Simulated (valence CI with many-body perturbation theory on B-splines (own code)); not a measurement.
Mo³⁺: electric-dipole lines

Method: valence CI with perturbative core correlation (CI+MBPT): three valence electrons over a frozen Dirac-Fock core [Kr], radial functions for each j: 7 s, 7 p, 8 d, 6 f, 4 g, 1 h, with the one-electron correlation potential Σ1, the two-electron term Σ2, the three-electron term Σ3, Breit, model QED; selected CI, second order for the rest, scaled by the run's own slope (own B-spline code, finite nucleus).

Set against measurement, 64 paired levels are off by 530 cm⁻¹ on average, the worst by 1922. These come from a selection out of Sugar and Musgrove, J. Phys. Chem. Ref. Data 17, 155 (1988). Levels without a partner in it may be off by more, other configurations by 1,000 to 8,000 cm⁻¹.

Lines 101 to 150 of 544 in falling wavelength, among levels below 26.435 eV, chosen from the strongest by gf and those to the six lowest levels. Wavelengths and rates use the calculated energies, so an error of 500 cm⁻¹ moves a line at 227.5 nm by 1.1 % and its rate by three times that or more. Electric multipoles are in the length gauge, E1 and E2 with the static RPA response of the core. Weak lines are less certain than strong ones. Lines between different terms over intervals too small for the method are left out, as are lines whose strength nearly cancels. Where a level lies close to another of its J and parity, the split of strength between their lines is uncertain. The highest levels of a list are the least certain.

Names give the largest LS component (configuration and term), which can be under half, so a name can repeat, a term be missing and a line seem to break the LS rules; names also repeat where a configuration has a term twice. Letters in brackets count levels of one name in rising energy.

```tsv
λ vac (nm)	λ from measured levels	Upper	Lower	A (s⁻¹)	S (a.u.) with core polarisation	S without
352.5		4d2 6p 4G°_9/2	4d2 5d 4G_9/2	4.98e+07	1.08e+01	1.08e+01
352.2		4d2 6p 2F°_5/2 [b]	4d2 5d 2F_5/2 [a]	4.20e+07	5.44e+00	5.45e+00
351.5		4d2 6p 4F°_5/2 [a]	4d2 5d 4G_7/2	7.97e+07	1.03e+01	1.03e+01
350.9		4d2 6p 4G°_5/2	4d2 5d 4G_5/2	3.75e+07	4.80e+00	4.83e+00
348.9		4d2 6p 4F°_7/2 [b]	4d2 5d 4D_5/2 [a]	2.62e+07	4.40e+00	4.44e+00
348.5		4d2 4f 2G°_9/2 [b]	4d2 5d 4G_9/2	3.56e+07	7.44e+00	7.50e+00
343.9		4d2 6p 4F°_7/2 [b]	4d2 5d 4G_9/2	3.16e+07	5.07e+00	5.07e+00
342.3		4d2 6p 4F°_7/2 [a]	4d2 5d 4H_9/2	3.74e+07	5.92e+00	5.92e+00
339.5		4d2 6p 4F°_3/2	4d2 5d 4G_5/2	5.73e+07	4.43e+00	4.45e+00
244.7		4d2 5p 2G°_9/2 [a]	4d2 5s 2G_9/2	5.34e+07	3.86e+00	4.62e+00
227.5	225.2	4d2 5p 2F°_7/2 [a]	4d2 5s 2F_7/2	1.80e+08	8.39e+00	9.84e+00
225.3	223.2	4d2 5p 2F°_5/2 [a]	4d2 5s 2F_5/2	1.46e+08	4.96e+00	5.82e+00
221.7		4d2 5p 2D°_3/2 [a]	4d2 5s 2F_5/2	1.44e+08	3.09e+00	3.63e+00
220.0		4d2 5p 2F°_7/2 [b]	4d2 5s 2G_7/2	9.19e+07	3.86e+00	4.59e+00
218.0	216.2	4d2 5p 2D°_5/2 [a]	4d2 5s 2F_7/2	1.61e+08	4.94e+00	5.81e+00
216.1	214.0	4d2 5p 4D°_7/2 [a]	4d2 5s 2F_7/2	8.90e+07	3.55e+00	4.16e+00
212.6		4d2 5p 4D°_7/2 [b]	4d2 5s 2G_7/2	1.58e+08	5.98e+00	7.08e+00
211.8		4d2 5p 2G°_9/2 [b]	4d2 5s 2G_9/2	3.50e+08	1.64e+01	1.94e+01
211.1		4d2 5p 2P°_3/2 [a]	4d2 5s 2D_5/2	2.45e+08	4.54e+00	5.39e+00
208.3	205.8	4d2 5p 4S°_3/2	4d2 5s 4P_5/2	3.31e+08	5.90e+00	7.01e+00
207.2		4d2 5p 4D°_7/2 [c]	4d2 5s 2G_7/2	9.02e+07	3.17e+00	3.75e+00
206.8	206.1	4d2 5p 4G°_5/2	4d2 5s 4F_3/2	2.90e+08	7.58e+00	8.96e+00
206.4	205.6	4d2 5p 4G°_7/2	4d2 5s 4F_7/2	1.31e+08	4.56e+00	5.39e+00
204.9	202.9	4d2 5p 2G°_9/2 [a]	4d2 5s 2F_7/2	3.19e+08	1.36e+01	1.58e+01
204.4	201.9	4d2 5p 2F°_5/2 [b]	4d2 5s 2D_3/2	1.88e+08	4.76e+00	5.60e+00
203.3	202.4	4d2 5p 4G°_9/2	4d2 5s 4F_9/2	1.34e+08	5.56e+00	6.58e+00
202.8	200.7	4d2 5p 2G°_7/2	4d2 5s 2F_5/2	3.49e+08	1.15e+01	1.33e+01
201.9	201.2	4d2 5p 4G°_7/2	4d2 5s 4F_5/2	3.03e+08	9.84e+00	1.16e+01
200.8	199.5	4d2 5p 4F°_3/2	4d2 5s 4F_5/2	1.72e+08	2.74e+00	3.24e+00
200.3	199.1	4d2 5p 4F°_5/2	4d2 5s 4F_7/2	1.90e+08	4.52e+00	5.35e+00
200.1		4d2 5p 2P°_1/2 [c]	4d2 5s 2S_1/2	4.31e+08	3.41e+00	4.02e+00
199.3	197.1	4d2 5p 2P°_1/2 [a]	4d2 5s 2D_3/2	3.60e+08	2.81e+00	3.32e+00
199.1	197.7	4d2 5p 4F°_7/2	4d2 5s 4F_9/2	1.18e+08	3.66e+00	4.34e+00
198.2	197.4	4d2 5p 4D°_1/2 [b]	4d2 5s 4P_1/2	3.37e+08	2.59e+00	3.06e+00
198.2		4d2 5p 2D°_5/2 [c]	4d2 5s 2P_3/2	3.35e+08	7.72e+00	8.96e+00
197.9	196.9	4d2 5p 4D°_5/2 [b]	4d2 5s 2D_3/2	1.36e+08	3.13e+00	3.68e+00
197.9	197.1	4d2 5p 4G°_9/2	4d2 5s 4F_7/2	3.47e+08	1.33e+01	1.56e+01
197.9	196.6	4d2 5p 4F°_3/2	4d2 5s 4F_3/2	2.41e+08	3.69e+00	4.36e+00
197.4		4d2 5p 2H°_9/2	4d2 5s 2G_7/2	4.71e+08	1.79e+01	2.10e+01
196.1	194.9	4d2 5p 4F°_5/2	4d2 5s 4F_5/2	1.66e+08	3.71e+00	4.39e+00
195.7		4d2 5p 2D°_3/2 [c]	4d2 5s 2P_1/2	3.85e+08	5.69e+00	6.60e+00
194.6		4d2 5p 4D°_3/2 [b]	4d2 5s 4P_1/2	1.87e+08	2.72e+00	3.21e+00
194.4	193.4	4d2 5p 2F°_7/2 [a]	4d2 5s 4F_9/2	9.77e+07	2.83e+00	3.35e+00
193.9	192.6	4d2 5p 4F°_7/2	4d2 5s 4F_7/2	2.65e+08	7.63e+00	9.02e+00
193.9	192.6	4d2 5p 4F°_9/2	4d2 5s 4F_9/2	3.52e+08	1.27e+01	1.50e+01
193.7	192.9	4d2 5p 4G°_11/2	4d2 5s 4F_9/2	5.43e+08	2.34e+01	2.75e+01
192.7	191.4	4d2 5p 2D°_3/2 [b]	4d2 5s 2D_3/2	3.73e+08	5.27e+00	6.17e+00
192.4	189.7	4d2 5p 2F°_7/2 [b]	4d2 5s 4P_5/2	1.81e+08	5.10e+00	6.00e+00
192.0	189.6	4d2 5p 4D°_7/2 [c]	4d2 5s 2D_5/2	3.91e+08	1.09e+01	1.29e+01
191.3	190.3	4d2 5p 4D°_5/2 [b]	4d2 5s 4P_5/2	1.23e+08	2.55e+00	3.00e+00
```
